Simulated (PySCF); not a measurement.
MMg anions for M along the chalcogens

PBE with double-zeta basis sets in PySCF, for the lowest determinant that a PBE0 search found; no spin–orbit coupling. De refers to high-spin ground-configuration atoms (the charge goes to the atom of lower measured ionisation energy or higher electron affinity, which is not always the lowest computed limit). A positive dipole points towards Mg; it is taken about the centre of mass and depends on that origin.

| M | basis | charged atom | state (unpaired electrons) | Re (Å) | ωe (cm⁻¹) | De (eV) | μ (D) |
| --- | --- | --- | --- | --- | --- | --- | --- |
| O | def2-SVPD | O− | doublet (σ ↑) | 1.826 | 692 | 2.94 | 1.94 |
| S | aug-cc-pVDZ/aug-cc-pV(D+d)Z | S− | doublet (σ ↑) | 2.254 | 454 | 2.28 | 1.58 |
| Se | aug-cc-pVDZ/aug-cc-pVDZ-PP | Se− | doublet (σ ↑) | 2.379 | 361 | 2.06 | -0.64 |
| Te | aug-cc-pVDZ/aug-cc-pVDZ-PP | Te− | doublet (σ ↑) | 2.588 | 307 | 1.76 | -1.43 |

The shortest bond is that of MgO⁻ (1.826 Å), the longest that of MgTe⁻ (2.588 Å). MgO⁻ is bound most strongly (2.94 eV) and MgTe⁻ least (1.76 eV).

The rows differ in basis set, which adds steps of its own.

Down a group the atoms grow and get heavier, so bonds lengthen and wavenumbers fall; this series shows no clear exception.

These are scalar-relativistic numbers at best; spin–orbit coupling would shift them, the dissociation energy most. For an ion De counts to the pair picked by the measured ionisation energies or electron affinities, which need not be the lowest pair at this level. The highest Kohn–Sham level is positive in some of these anions. Much of that is self-interaction error, but it also means that the finite basis helps to hold the extra electron. States were picked by a PBE0 search and need not be the measured ground states.
